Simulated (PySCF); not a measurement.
## Löwdin shares of the frontier orbitals

C₈H₉F₃.
Structure used (PBE0-D3(BJ)/def2-SVP), in Å, numbered top down from 1:
```
atom  x, y, z in Å
C1    -2.4446   -1.0212    1.6379
C2    -1.4842   -1.0715    0.7163
C3    -0.7411    0.1287    0.1789
C4    -0.9414    0.2483   -1.3057
C5    -1.4535    1.3138   -1.9200
C6     0.7085    0.0382    0.5819
C7     1.7490    0.1551   -0.2414
C8     3.1645    0.0541    0.2160
F9     3.8469    1.1668   -0.0829
F10    3.7935   -0.9598   -0.3929
F11    3.2748   -0.1413    1.5324
H12   -2.9441   -1.9279    1.9885
H13   -2.7703   -0.0710    2.0737
H14   -1.1806   -2.0397    0.2985
H15   -1.1559    1.0282    0.6696
H16   -0.6468   -0.6275   -1.8985
H17   -1.7602    2.2038   -1.3611
H18   -1.5874    1.3368   -3.0045
H19    0.8921   -0.1421    1.6467
H20    1.6285    0.3463   -1.3115
```

Computed, not measured: PySCF, TDDFT CAM-B3LYP/def2-SVPD, vertical, gas phase, core orbitals frozen in the response.

Kohn–Sham orbitals with the atoms that hold most of them (Löwdin shares over 4%, at most four atoms; ? is withheld):

```
orbital  ε (eV)                           atoms
 LUMO+2    1.39   C1 18%, C5 13%, C6 8%, H15 7%
 LUMO+1    0.84   C5 22%, C4 20%, C6 13%, C7 9%
   LUMO       ?                               ?
   HOMO   -9.12  C1 23%, C2 22%, C4 18%, C5 18%
 HOMO-1   -9.45                               ?
 HOMO-2   -9.81   C7 27%, C6 25%, C3 10%, C2 8%
 HOMO-3  -11.47  C4 20%, C3 16%, C5 14%, H16 8%
```

Give the leading atoms of the LUMO.

C6 (bonded to 2 C and H) 19%; C7 (bonded to 2 C and H) 18%; C1 (bonded to C and 2 H) 12%; C2 (bonded to 2 C and H) 12%.

Which atoms hold the HOMO-1, and with what shares?

C5 (bonded to C and 2 H) 18%; C4 (bonded to 2 C and H) 18%; C2 (bonded to 2 C and H) 12%; C6 (bonded to 2 C and H) 11%.

What is the LUMO energy, and the HOMO–LUMO gap?

ε(LUMO) = 0.17 eV; the gap is 9.29 eV (0.3414 hartree).

How does S1 compare with the orbital gap of 9.29 eV?

S1 is at 6.57 eV (f = 0.133), 2.72 eV below the gap, made of HOMO→LUMO (90%), HOMO-1→LUMO (8%). Without the coupling terms of the response equations the lowest excitation would equal the gap.

One configuration dominates each of S1, S2 and S5. Which, and how do the shares of the two leading atoms of either orbital change from the occupied to the empty one?

- S1 (6.57 eV, f 0.133), HOMO→LUMO (90%): C1 23% → 12%, C2 22% → 12%, C6 at most 19% → 19%, C7 at most 19% → 18%
- S2 (6.71 eV, f 0.317), HOMO-1→LUMO (86%): C5 18% → at most 12%, C4 18% → at most 12%, C6 11% → 19%, C7 at most 12% → 18%
- S5 (7.53 eV, f 0.152), HOMO-1→LUMO+1 (72%): C5 18% → 22%, C4 18% → 20%

Löwdin shares depend on the basis, the more so with diffuse functions.

One conformer stands for the species.
